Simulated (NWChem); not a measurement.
System meant: CrNH3O3; SMILES [NH2][Cr](=[O])(=[O])[OH]

Here is an NWChem input.

```
start job
memory heap 200 mb stack 900 mb global 1100 mb
geometry units angstroms noautosym nocenter noautoz
  Cr    -0.053054     0.038980     0.000000
  O      0.815912    -0.041123     1.267952
  O      0.815912    -0.041123    -1.267952
  O     -0.971096     1.521641     0.000000
  H     -0.458790     2.341365     0.000000
  N     -1.192350    -1.311745     0.000000
  H     -1.414453    -1.825713     0.848742
  H     -1.414453    -1.825713    -0.848742
end
basis spherical
  Cr library def2-svp
  O library def2-svp
  H library def2-svp
  N library def2-svp
end
dft
  xc m06-2x
  iterations 150
end
property
  shielding 6 1 2 4 5 6 7
end
task dft property
```

End of the output:

```
 Vector   32  Occ=0.000000D+00  E=-3.079163D-02
              MO Center= -1.2D-01,  1.3D-02,  2.2D-06, r^2= 2.0D+00
   Bfn.  Coefficient  Atom+Function         Bfn.  Coefficient  Atom+Function
  ----- ------------  ---------------      ----- ------------  ---------------
    15      0.728146  1 Cr d -2              81     -0.464680  6 N  s
    20      0.273760  1 Cr d -2              62      0.263125  4 O  s
    39     -0.204328  2 O  py                53     -0.204326  3 O  py
    36     -0.198934  2 O  py                50     -0.198932  3 O  py
    94      0.187015  7 H  s                 99      0.187014  8 H  s

 center of mass
 --------------
 x =  -0.19708677 y =   0.08658942 z =   0.00000000

 moments of inertia (a.u.)
 ------------------
         450.462231581762          -6.311207967953           0.000000000000
          -6.311207967953         400.990523078246           0.000000000000
           0.000000000000           0.000000000000         473.761951606323

     Multipole analysis of the density
     ---------------------------------

     L   x y z        total         alpha         beta         nuclear
     -   - - -        -----         -----         ----         -------
     0   0 0 0     -0.000000    -29.000000    -29.000000     58.000000

     1   1 0 0     -0.631760      6.885505      6.885505    -14.402770
     1   0 1 0     -0.470576     -2.085712     -2.085712      3.700847
     1   0 0 1      0.000010      0.000005      0.000005      0.000000

     2   2 0 0    -30.202636    -73.000598    -73.000598    115.798559
     2   1 1 0      4.415187     -2.490564     -2.490564      9.396315
     2   1 0 1      0.000014      0.000007      0.000007      0.000000
     2   0 2 0    -21.195620    -86.982564    -86.982564    152.769508
     2   0 1 1     -0.000001     -0.000000     -0.000000      0.000000
     2   0 0 2    -29.855535    -63.429896    -63.429896     97.004257

          -----------------------------------------
          Chemical Shielding Tensors (GIAO, in ppm)
          -----------------------------------------

 ------------------------------------------------------------------------
  xm06: d2 not coded                    0
 ------------------------------------------------------------------------
 ------------------------------------------------------------------------
  current input line :
    26: task dft property
 ------------------------------------------------------------------------
 ------------------------------------------------------------------------
 This error has not yet been assigned to a category
 ------------------------------------------------------------------------
 For more information see the NWChem manual at https://nwchemgit.github.io

0: xm06: d2 not coded:Received an Error in Communication
```

Problem. What is wrong, and how is it mended?

Solution. The program stopped with an error. Cause: this functional's second derivatives, which shieldings need, aren't coded here; the fix takes a hybrid GGA instead. This input runs:
```
start job
memory heap 200 mb stack 900 mb global 1100 mb
geometry units angstroms noautosym nocenter noautoz
  Cr    -0.053054     0.038980     0.000000
  O      0.815912    -0.041123     1.267952
  O      0.815912    -0.041123    -1.267952
  O     -0.971096     1.521641     0.000000
  H     -0.458790     2.341365     0.000000
  N     -1.192350    -1.311745     0.000000
  H     -1.414453    -1.825713     0.848742
  H     -1.414453    -1.825713    -0.848742
end
basis spherical
  * library def2-svp
end
dft
  xc pbe0
  iterations 150
end
property
  shielding 6 1 2 4 5 6 7
end
task dft property
```
It converges to -1325.85290 Ha (PBE0/def2-SVP, GIAO).
